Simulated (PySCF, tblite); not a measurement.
Isomers of C6H13ClO2S, one GFN2-xTB conformer each. Single-point energies are computed at PBE0/pcSseg-1 (PySCF, gas phase, no added dispersion term), electronic only.

**Question.** Rank them by PBE0/pcSseg-1 energy, lowest first (kJ/mol).
A. `[CH3:1][CH:2]([CH3:3])[C@@H:4]([CH3:5])[CH2:6][S:7](=[O:8])(=[O:9])[Cl:10]` with C1–C2–C4–C5 163°, C2–C4–C6–S7 170°, C4–C6–S7–O8 -41°
B. `[CH3:1][CH2:2][CH2:3][C:4]([CH3:5])([CH3:6])[S:7](=[O:8])(=[O:9])[Cl:10]` with C1–C2–C3–C4 180°, C2–C3–C4–C5 -66°, C3–C4–S7–O8 -175°
C. `[CH3:1][CH:2]([CH3:3])[C:4]([CH3:5])([CH3:6])[S:7](=[O:8])(=[O:9])[Cl:10]` with C1–C2–C4–C5 53°, C2–C4–S7–O8 -170°
D. `[CH3:1][CH2:2][C@@H:3]([CH3:4])[C@H:5]([CH3:6])[S:7](=[O:8])(=[O:9])[Cl:10]` with C1–C2–C3–C4 175°, C2–C3–C5–C6 -71°, C3–C5–S7–O8 88°
E. `[CH3:1][C:2]([CH3:3])([CH3:4])[CH2:5][CH2:6][S:7](=[O:8])(=[O:9])[Cl:10]` with C2–C5–C6–S7 177°, C5–C6–S7–O8 180°

**Answer.** B (0.0), E (8.8), D (9.8), C (11.4), A (19.7).

Neighbours under 10 kJ/mol apart (CCCC(C)(C)S(=O)(=O)Cl and CC(C)(C)CCS(=O)(=O)Cl; CC(C)(C)CCS(=O)(=O)Cl and CC[C@@H](C)[C@H](C)S(=O)(=O)Cl; CC[C@@H](C)[C@H](C)S(=O)(=O)Cl and CC(C)C(C)(C)S(=O)(=O)Cl; CC(C)C(C)(C)S(=O)(=O)Cl and CC(C)[C@@H](C)CS(=O)(=O)Cl) can change places with a better method, another conformer or zero-point energy. GFN2-xTB itself gives, in the same order: 0.6, 36.3, 20.3, 0.0, 39.3. GFN2-xTB puts CC(C)C(C)(C)S(=O)(=O)Cl lowest instead; measured from each level's own lowest isomer, the values differ by up to 27.5 kJ/mol (CC(C)(C)CCS(=O)(=O)Cl: 36.3 against 8.8).

**Question.** Which frontier levels, dipoles and rotational constants go with these structures?

**Answer.** 
```tsv
SMILES	HOMO (eV, PBE0/pcSseg-1)	LUMO (eV)	dipole (D)	A, B, C (MHz)
CCCC(C)(C)S(=O)(=O)Cl	-8.82	-1.23	4.93	1428, 689.4, 609.0
CC(C)(C)CCS(=O)(=O)Cl	-8.97	-1.35	4.76	1737, 522.1, 484.8
CC[C@@H](C)[C@H](C)S(=O)(=O)Cl	-8.89	-1.24	4.70	1546, 656.8, 595.4
CC(C)C(C)(C)S(=O)(=O)Cl	-8.73	-1.27	4.73	1363, 827.1, 788.4
CC(C)[C@@H](C)CS(=O)(=O)Cl	-8.96	-1.31	4.63	1657, 567.1, 510.1
```

**Question.** What happens when harmonic zero-point energies from GFN2-xTB frequencies are added?

**Answer.** 
```csv
SMILES,ZPE (kJ/mol),electronic (kJ/mol),with ZPE (kJ/mol)
CCCC(C)(C)S(=O)(=O)Cl,490.5,0.0,0.0
CC(C)(C)CCS(=O)(=O)Cl,490.4,8.8,8.8
CC[C@@H](C)[C@H](C)S(=O)(=O)Cl,492.0,9.8,11.3
CC(C)C(C)(C)S(=O)(=O)Cl,491.4,11.4,12.3
CC(C)[C@@H](C)CS(=O)(=O)Cl,491.7,19.7,20.9
```

The zero-point energies span 1.6 kJ/mol. The order is unchanged.
